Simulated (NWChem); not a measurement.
The numbers come from NWChem runs, not from measurements. System: F₆Mo, charge 0, spin multiplicity 1, displaced from the optimised geometry. The structure started from a generated list of species. Level: BP86/def2-SVP with def2 effective core potentials on Mo.

Input file:

```
start mol
memory heap 200 mb stack 900 mb global 1100 mb
geometry units angstroms nocenter noautoz
  Mo     0.000000     0.000000     0.000000
  F      1.853035     0.000000     0.000000
  F     -1.853035     0.000000     0.000000
  F      0.000000     1.853035     0.000000
  F      0.000000     0.000000    -1.853036
  F      0.000000     0.000000     1.853036
  F      0.000000    -1.853035     0.000000
  symmetry group D2h
end
basis spherical
  * library def2-svp
end
ecp
  Mo library def2-ecp
end
dft
  xc becke88 perdew86
  semidirect memsize 60000000 filesize 0
  iterations 100
  grid medium
end
task dft gradient
```

NWChem printed:

```
             Northwest Computational Chemistry Package (NWChem) 7.3.0
             --------------------------------------------------------

                                NWChem Input Module
                                -------------------

 Scaling coordinates for geometry "geometry" by  1.889725989
 (inverse scale =  0.529177249)

 Turning off AUTOSYM since
 SYMMETRY directive was detected!

                             Geometry "geometry" -> ""
                             -------------------------

 Output coordinates in angstroms (scale by  1.889725989 to convert to a.u.)

  No.       Tag          Charge          X              Y              Z
 ---- ---------------- ---------- -------------- -------------- --------------
    1 Mo                  42.0000     0.00000000     0.00000000     0.00000000
    2 F                    9.0000     1.85303500     0.00000000     0.00000000
    3 F                    9.0000    -1.85303500     0.00000000     0.00000000
    4 F                    9.0000     0.00000000     1.85303500     0.00000000
    5 F                    9.0000     0.00000000     0.00000000    -1.85303600
    6 F                    9.0000     0.00000000     0.00000000     1.85303600
    7 F                    9.0000     0.00000000    -1.85303500     0.00000000

 Effective nuclear repulsion energy (a.u.)     878.6538785417

            Nuclear Dipole moment (a.u.)
            ----------------------------
        X                 Y               Z
 ---------------- ---------------- ----------------
     0.0000000000     0.0000000000     0.0000000000

      Symmetry information
      --------------------

 Group name             D2h
 Group number             26
 Group order               8
 No. of unique centers     4

      Symmetry unique atoms

     1    2    4    5


 Summary of "ao basis" -> "" (spherical)
 ------------------------------------------------------------------------------
       Tag                 Description            Shells   Functions and Types
 ---------------- ------------------------------  ------  ---------------------
 *                          def2-svp                  on all atoms

 Summary of "ao basis" -> "ao basis" (spherical)
 ------------------------------------------------------------------------------
       Tag                 Description            Shells   Functions and Types
 ---------------- ------------------------------  ------  ---------------------
 Mo                         def2-svp                11       31   5s3p2d1f
 F                          def2-svp                 6       14   3s2p1d

 Summary of "ao basis" -> "ao basis" (spherical)
 ------------------------------------------------------------------------------
       Tag                 Description            Shells   Functions and Types
 ---------------- ------------------------------  ------  ---------------------
 Mo                         def2-svp                11       31   5s3p2d1f
 F                          def2-svp                 6       14   3s2p1d

      Symmetry analysis of basis
      --------------------------

        ag         30
        au          4
        b1g         9
        b1u        18
        b2g         9
        b2u        18
        b3g         9
        b3u        18

            General Information
            -------------------
          SCF calculation type: DFT
          Wavefunction type:  closed shell.
          No. of atoms     :     7
          No. of electrons :    68
           Alpha electrons :    34
[...]
    94      0.151005  6 F  px

 Vector   36  Occ=0.000000D+00  E=-2.395957D-01  Symmetry=b3g
              MO Center=  4.0D-22, -3.1D-15, -9.1D-17, r^2= 1.8D+00
   Bfn.  Coefficient  Atom+Function         Bfn.  Coefficient  Atom+Function
  ----- ------------  ---------------      ----- ------------  ---------------
    16      0.893290  1 Mo d -1              65      0.219139  4 F  pz
    78     -0.219138  5 F  py                92      0.219138  6 F  py
   107     -0.219139  7 F  pz                68     -0.151006  4 F  pz
    81      0.151005  5 F  py                95     -0.151005  6 F  py
   110      0.151006  7 F  pz

 Vector   37  Occ=0.000000D+00  E=-2.395956D-01  Symmetry=b1g
              MO Center= -1.3D-16, -9.6D-18,  9.8D-19, r^2= 1.8D+00
   Bfn.  Coefficient  Atom+Function         Bfn.  Coefficient  Atom+Function
  ----- ------------  ---------------      ----- ------------  ---------------
    15      0.893291  1 Mo d -2              36      0.219138  2 F  py
    50     -0.219138  3 F  py                63      0.219138  4 F  px
   105     -0.219138  7 F  px                39     -0.151006  2 F  py
    53      0.151006  3 F  py                66     -0.151006  4 F  px
   108      0.151006  7 F  px

 center of mass
 --------------
 x =   0.00000000 y =   0.00000000 z =   0.00000000

 moments of inertia (a.u.)
 ------------------
         931.841759797067           0.000000000000           0.000000000000
           0.000000000000         931.841759797067           0.000000000000
           0.000000000000           0.000000000000         931.841256923938

     Multipole analysis of the density
     ---------------------------------

     L   x y z        total         alpha         beta         nuclear
     -   - - -        -----         -----         ----         -------
     0   0 0 0     -0.000000    -34.000000    -34.000000     68.000000

     1   1 0 0      0.000000      0.000000      0.000000      0.000000
     1   0 1 0     -0.000000     -0.000000     -0.000000      0.000000
     1   0 0 1      0.000000      0.000000      0.000000      0.000000

     2   2 0 0    -39.954591   -130.336211   -130.336211    220.717832
     2   1 1 0      0.000000      0.000000      0.000000      0.000000
     2   1 0 1     -0.000000     -0.000000     -0.000000      0.000000
     2   0 2 0    -39.954591   -130.336211   -130.336211    220.717832
     2   0 1 1     -0.000000     -0.000000     -0.000000      0.000000
     2   0 0 2    -39.954603   -130.336336   -130.336336    220.718070

            General Information
            -------------------
          SCF calculation type: DFT
          Wavefunction type:  closed shell.
          No. of atoms     :     7
          No. of electrons :    68
           Alpha electrons :    34
            Beta electrons :    34
          Charge           :     0
          Spin multiplicity:     1
          Use of symmetry is: on ; symmetry adaption is: on
          Maximum number of iterations: 100
          AO basis - number of functions:   115
                     number of shells:    47
          Convergence on energy requested:  1.00D-06
          Convergence on density requested:  1.00D-05
          Convergence on gradient requested:  5.00D-04

              XC Information
              --------------
                    Becke 1988 Exchange Functional  1.000
                Perdew 1981 Correlation Functional  1.000 local
                Perdew 1986 Correlation Functional  1.000 non-local

             Grid Information
             ----------------
          Grid used for XC integration:  medium
          Radial quadrature: Mura-Knowles
          Angular quadrature: Lebedev.
          Tag              B.-S. Rad. Rad. Pts. Rad. Cut. Ang. Pts.
          ---              ---------- --------- --------- ---------
          Mo                  1.45      123           8.0       590
          F                   0.50       49           8.0       434
          Grid pruning is: on
          Number of quadrature shells:   270
          Spatial weights used:  Erf1

          Convergence Information
          -----------------------
          Convergence aids based upon iterative change in
          total energy or number of iterations.
          Levelshifting, if invoked, occurs when the
          HOMO/LUMO gap drops below (HL_TOL):  1.00D-02
          DIIS, if invoked, will attempt to extrapolate
          using up to (NFOCK): 10 stored Fock matrices.

                    Damping( 0%)  Levelshifting(0.5)       DIIS
                  --------------- ------------------- ---------------
          dE  on:    start            ASAP                start
          dE off:    2 iters        100 iters           100 iters

      Screening Tolerance Information
      -------------------------------
          Density screening/tol_rho:  1.00D-10
          AO Gaussian exp screening on grid/accAOfunc:  14
          CD Gaussian exp screening on grid/accCDfunc:  20
          XC Gaussian exp screening on grid/accXCfunc:  20
          Schwarz screening/accCoul:  1.00D-08

                            NWChem DFT Gradient Module
                            --------------------------

  charge          =   0.00
  wavefunction    = closed shell

  Using symmetry

                         DFT ENERGY GRADIENTS

    atom               coordinates                        gradient
                 x          y          z           x          y          z
   1 Mo      0.000000   0.000000   0.000000    0.000000   0.000000   0.000000
   2 F       3.501728   0.000000   0.000000    0.006311   0.000000   0.000000
   3 F      -3.501728   0.000000   0.000000   -0.006311  -0.000000   0.000000
   4 F       0.000000   3.501728   0.000000    0.000000   0.006311   0.000000
   5 F       0.000000   0.000000  -3.501730    0.000000   0.000000  -0.006311
   6 F       0.000000   0.000000   3.501730    0.000000  -0.000000   0.006311
   7 F       0.000000  -3.501728   0.000000   -0.000000  -0.006311  -0.000000

                 ----------------------------------------
                 |  Time  |  1-e(secs)   |  2-e(secs)   |
                 ----------------------------------------
                 |  CPU   |       0.05   |       1.88   |
                 ----------------------------------------
                 |  WALL  |       0.05   |       1.88   |
                 ----------------------------------------

 Task  times  cpu:        4.9s     wall:        4.9s

 Total times  cpu:        5.0s     wall:        5.0s
```
